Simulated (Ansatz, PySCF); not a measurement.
Reaction R1 → P1, each structure at its B3LYP-D3(BJ)/def2-TZVP stationary point, reached from a drawn start; harmonic modes at that level show minima.
R1, H2O3S (SMILES O=S(O)O) (charge 0, multiplicity 1, Z-matrix in Å and degrees):
```
S
O 1 1.4570
O 1 1.6316 2 105.73
H 3 0.9733 1 108.75 2 -20.93
O 1 1.6316 2 105.73 4 -97.43
H 5 0.9733 1 108.75 2 20.93
```
P1, H2O3S (SMILES O=[SH](=O)O) (charge 0, multiplicity 1):
```xyz
6

O     -1.31821    -0.61456    -0.91066
S     -0.42848     0.04631    -0.02014
O     -0.29152     1.46889     0.04022
O      1.02258    -0.59009    -0.23509
H     -0.67692    -0.40890     1.22691
H      1.69256     0.09836    -0.10135
```

P less R. No zero-point or thermal terms. One arrangement of each flexible species, with no search for the lowest.

Cores are frozen in the correlated methods.

The values were computed with Ansatz (Gaussian basis) for Hartree–Fock, density functionals and correlated methods; PySCF for the D3/D4 terms. Each number belongs to the level named beside it.

```json
[
 {"level": "PBE/def2-TZVPPD", "reaction energy (kcal/mol)": "8.35"},
 {"level": "BLYP-D4/def2-TZVPPD", "reaction energy (kcal/mol)": "11.09"},
 {"level": "revPBE-D4/def2-TZVPPD", "reaction energy (kcal/mol)": "8.10"},
 {"level": "B3LYP/def2-TZVPPD", "reaction energy (kcal/mol)": "9.03"},
 {"level": "PBE0/def2-TZVPPD", "reaction energy (kcal/mol)": "6.10"},
 {"level": "PBE0-D3(BJ)/def2-TZVPPD", "reaction energy (kcal/mol)": "6.02"},
 {"level": "CAM-B3LYP-D3(BJ)/def2-TZVPPD", "reaction energy (kcal/mol)": "8.26"},
 {"level": "wB97M-V/def2-TZVPPD", "reaction energy (kcal/mol)": "9.45"},
 {"level": "CCSD(T)/aug-cc-pV(D+d)Z", "reaction energy (kcal/mol)": "[?]"}
]
```

**Question.** Complete the blanks.

**Answer.** 
- CCSD(T)/aug-cc-pV(D+d)Z, reaction energy (kcal/mol): 13.86

Ansatz is a quantum-chemistry and plane-wave program.
